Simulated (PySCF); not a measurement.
## Electron correlation in Ne(3+) (neon, charge +3)

[He] 2s2 2p3, high-spin 4S determinant. Calculation: PySCF 2.14, in cc-pVDZ-DK (3s2p1d, 14 functions); the spin-free X2C one-electron Hamiltonian (Gaussian nucleus). Frozen: 1s2; 5 electrons correlated.

MP2 pair energies summed by pair of shells (mhartree):

```csv
pair,energy,share (%)
2s-2p,-46.88,68.9
2p-2p,-14.44,21.2
2s-2s,-6.67,9.8
```

Total MP2 correlation energy: -68.00 mhartree.

Same-spin part -16.21 and opposite-spin part -51.79 mhartree; SCS-MP2 scales them by 1/3 and 6/5 to -67.55 mhartree.

```tsv
level	correlation energy (mhartree)
CCSD	-80.39
(T)	-0.27
CCSD(T)	-80.66
```

Diagnostics: T1 = 0.0020, D1 = 0.0036, largest double amplitude 0.030.

Cost of the coupled-cluster step: 0.07 s of wall time on 1 thread of Neoverse-V1 (shared host), for 5 correlated electrons.
